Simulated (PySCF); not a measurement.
Cl2H2O2Sn, SMILES [Cl][Sn]([OH])([Cl])[OH].

Geometry: B3LYP-D3(BJ)/def2-SVP. The geometry has at least one imaginary mode, so it is a saddle point at that level. The structure was generated by enumeration; whether it is a known compound was not checked. The def2 effective core potentials stand for the cores of Sn; spin–orbit coupling is left out. The values are those of a single conformer.

All values below come from PySCF 2.14.0 with TDDFT-ωB97X/def2-SVPD.

Vertical excitations. Gas-phase values at a fixed geometry.

### Question
Give excitation energies, oscillator strengths and character. (The exact figures need the calculation; the answer reports its results.)

### Answer

| state | energy (eV) | λ (nm) | f | main pairs |
|---|---|---|---|---|
| S1 | 5.62 | 221 | 0.000 | HOMO→LUMO 82 % |
| S2 | 5.65 | 220 | 0.000 | HOMO−1→LUMO 82 % |
| S3 | 5.99 | 207 | 0.053 | HOMO−2→LUMO 87 % |
| S4 | 6.03 | 206 | 0.004 | HOMO−5→LUMO 81 % |
| S5 | 6.07 | 204 | 0.041 | HOMO−4→LUMO 87 % |
| S6 | 6.16 | 201 | 0.166 | HOMO−3→LUMO 74 % |
| S7 | 7.27 | 171 | 0.089 | HOMO−6→LUMO 78 % |
| S8 | 7.40 | 168 | 0.170 | HOMO−7→LUMO 77 % |
| S9 | 7.95 | 156 | 0.134 | HOMO−8→LUMO 62 %, HOMO−1→LUMO+2 11 % |
| S10 | 8.63 | 144 | 0.007 | HOMO−5→LUMO+1 25 %, HOMO−1→LUMO+1 23 %, HOMO→LUMO+2 14 %, HOMO−3→LUMO+2 13 % |
| T1 | 5.20 | 238 | 0 | HOMO→LUMO 78 % |
| T2 | 5.23 | 237 | 0 | HOMO−1→LUMO 76 %, HOMO→LUMO 11 % |
| T3 | 5.33 | 232 | 0 | HOMO−3→LUMO 87 % |
| T4 | 5.35 | 232 | 0 | HOMO−2→LUMO 90 % |
Triplets are in the Tamm–Dancoff approximation, which puts them higher than full response would, so one can lie above its singlet here.
